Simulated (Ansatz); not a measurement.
Ideal-gas functions of C2H4FNSi, SMILES `N=C=C(F)[SiH3]` at 400 K and 1 bar, from an Ansatz frequency run at PBE0-D4/def2-TZVP.

Molar mass 89.14 g/mol, point group C1 (symmetry number 1), electronic degeneracy 1, moments of inertia 86.971, 181.674, 261.302 u Å². Harmonic wavenumbers (cm⁻¹, unscaled): 131, 140, 244, 260, 453, 515, 635, 664, 702, 794, 913, 922, 956, 1023, 1150, 1338, 2128, 2232, 2234, 2250, 3479.

Use S(trans) = R[1.5 ln M + 2.5 ln T − 1.1517]; rotational temperatures θ = 24.2544 K / I; S(rot) = R[ln(√π/σ · √(T³/θAθBθC)) + 1.5]; for each mode x = 1.438777 ν̃/T, S = R[x/(eˣ − 1) − ln(1 − e⁻ˣ)] and H = RT x/(eˣ − 1); 1 cm⁻¹ = 0.0119627 kJ/mol; R = 8.31446 J/(mol·K).

**Question.** By hand: the entropy, in J/(mol·K).

**Answer.** Translation 171.0. Rotation: θ = 0.2789, 0.1335, 0.0928 K, giving 115.5. Vibration, mode by mode: 14.65, 14.11, 9.66, 9.17, 5.12, 4.28, 3.05, 2.81, 2.52, 1.94, 1.38, 1.35, 1.22, 1.00, 0.69, 0.40, 0.03, 0.02, 0.02, 0.02, 0.00, in all 73.4. Electronic 0.0. Sum 359.9 J/(mol·K).

**Question.** By hand: H − E and G − E in kJ/mol, counted from the electronic energy.

**Answer.** Zero-point energy ½ × 23163 × 0.0119627 = 138.5; thermal vibration 16.6; translation, rotation and pV give 4 RT = 13.3. H − E = 168.4 kJ/mol, and G − E = 168.4 − 400 × 359.9/1000 = 24.4 kJ/mol.

Vibration gives 20 % of the entropy, 28.8 J/(mol·K) of it from the modes under 150 cm⁻¹: soft modes count most, and the harmonic formula is weakest for them. The sum counts one conformer and one mirror image; others add a mixing term.
